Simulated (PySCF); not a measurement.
## Electron correlation in Sn⁻ (tin, charge -1)

[Kr] 4d10 5s2 5p3, high-spin 4S determinant. All numbers are calculated (PySCF 2.14, scalar relativity through the core potential, in def2-TZVPPD with the def2 core potential (28 electrons) (7s5p4d2f, 56 functions)). Frozen: nothing; 23 electrons correlated.

MP2 pair energies summed by pair of shells (mhartree):

```csv
pair,energy,share (%)
4d-4d,-144.85,41.9
4d-5s,-47.33,13.7
5s-5p,-35.26,10.2
4p-4d,-33.91,9.8
4d-5p,-31.95,9.3
5p-5p,-11.98,3.5
4p-4p,-9.98,2.9
5s-5s,-9.64,2.8
4s-4d,-8.23,2.4
4p-5s,-4.53,1.3
4s-4p,-4.21,1.2
4p-5p,-2.09,0.6
4s-4s,-0.94,0.3
4s-5s,-0.34,0.1
4s-5p,-0.15,0.0
```

Total MP2 correlation energy: -345.38 mhartree.

Same-spin part -126.39 and opposite-spin part -218.99 mhartree; SCS-MP2 scales them by 1/3 and 6/5 to -304.92 mhartree.

The basis has no tight functions for the innermost shells, so their pair energies are far from complete.

This basis was not built for core-valence correlation, so the inner-shell part is incomplete.
